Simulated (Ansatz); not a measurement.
Ligand exchange: GeH3Br + C5H11N → GeH3(NH2) + C5H9Br

Gas-phase species: GeH3Br `[GeH3][Br]`, singlet; C5H11N (cyclopentylamine) `NC1CCCC1`, singlet; GeH3(NH2), singlet; C5H9Br (bromocyclopentane) `BrC1CCCC1`, singlet. The partners trade Br for NH2: Ge–Br and C–NH2 bonds give way to Ge–NH2 and C–Br.

Shapes, held fixed at every level: PBE0-D4/def2-TZVP. Flexible molecules stand in one conformer, not always the lowest. Programs: Ansatz 0.2.0. Electronic energies: no zero-point or thermal term.

| level | kind | ΔE (kJ/mol) | less CCSD(T)/def2-TZVPP |
| --- | --- | --- | --- |
| PBE-D4/def2-TZVPP | GGA | +59.5 | +6.7 |
| wB97M-V/def2-TZVPP | range-separated hybrid | +61.2 | +8.4 |
| wB97X-V/def2-TZVPP | range-separated hybrid | +61.3 | +8.5 |
| MP2/def2-SVP | perturbation theory | +67.1 | +14.3 |
| MP2/def2-TZVPP | perturbation theory | +48.2 | -4.6 |
| CCSD(T)/def2-SVP | coupled cluster or CI | +71.1 | +18.3 |
| CCSD/def2-SVP | coupled cluster or CI | +73.6 | +20.8 |
| CCSD(T)/def2-TZVPP | coupled cluster or CI | +52.8 | 0.0 |

The highest level, CCSD(T)/def2-TZVPP, gives ΔE = +52.8 kJ/mol; the levels span +48.2 to +73.6. The column of differences is taken from that level and isn't an error. No measured value is set beside it here. Relativity is left out for Br, Ge. Outer-core shells of Br, Ge are correlated, in sets that cover them unevenly.
